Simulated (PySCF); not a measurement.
C₂H₈O₂Si, SMILES C[C@H](O)[SiH2]O.

Geometry: PBE-D3(BJ)/def2-SVP. The structure was generated by enumeration; whether it is a known compound was not checked. The values are those of a single conformer.

The numbers are results of PySCF with PBE-D3(BJ)/def2-SVP, not measurements.

Frequencies are harmonic and unscaled.

| mode | ν (cm⁻¹) | IR (km/mol) | moving atoms (share of kinetic energy) |
|---|---|---|---|
| 1 | 64 | 2.0 | O 49 %, H 25 %, Si 15 %, C 12 % |
| 2 | 164 | 8.1 | O 57 %, H 19 %, C 16 % |
| 3 | 231 | 1.8 | H 79 %, C 9 % |
| 4 | 278 | 3.9 | H 42 %, O 27 %, C 19 %, Si 13 % |
| 5 | 288 | 4.9 | H 41 %, O 27 %, C 23 %, Si 10 % |
| 6 | 355 | 62.9 | H 87 % |
| 7 | 407 | 41.2 | H 33 %, O 31 %, C 28 %, Si 9 % |
| 8 | 522 | 82.9 | H 86 %, O 8 % |
| 9 | 549 | 41.0 | H 52 %, C 20 %, Si 19 %, O 9 % |
| 10 | 677 | 31.3 | H 53 %, C 27 %, Si 17 % |
| 11 | 706 | 22.3 | H 87 % |
| 12 | 806 | 44.9 | H 68 %, O 26 % |
| 13 | 850 | 47.7 | O 42 %, H 22 %, Si 19 %, C 17 % |
| 14 | 882 | 66.3 | H 48 %, O 22 %, Si 15 %, C 14 % |
| 15 | 937 | 56.4 | H 90 % |
| 16 | 962 | 164.8 | H 75 %, C 14 % |
| 17 | 977 | 170.4 | H 83 % |
| 18 | 1042 | 76.6 | H 58 %, C 29 %, O 13 % |
| 19 | 1067 | 5.3 | C 65 %, H 30 % |
| 20 | 1190 | 12.1 | H 61 %, C 37 % |
| 21 | 1239 | 11.2 | H 71 %, C 27 % |
| 22 | 1330 | 4.4 | H 83 %, C 16 % |
| 23 | 1351 | 36.0 | H 79 %, C 17 % |
| 24 | 1406 | 9.8 | H 96 % |
| 25 | 1422 | 5.1 | H 96 % |
| 26 | 2111 | 143.2 | H 97 % |
| 27 | 2174 | 125.3 | H 97 % |
| 28 | 2954 | 19.2 | H 97 % |
| 29 | 2983 | 10.1 | H 92 % |
| 30 | 3039 | 19.7 | H 91 %, C 9 % |
| 31 | 3056 | 12.0 | H 91 %, C 9 % |
| 32 | 3624 | 90.1 | H 94 % |
| 33 | 3666 | 19.3 | H 94 % |
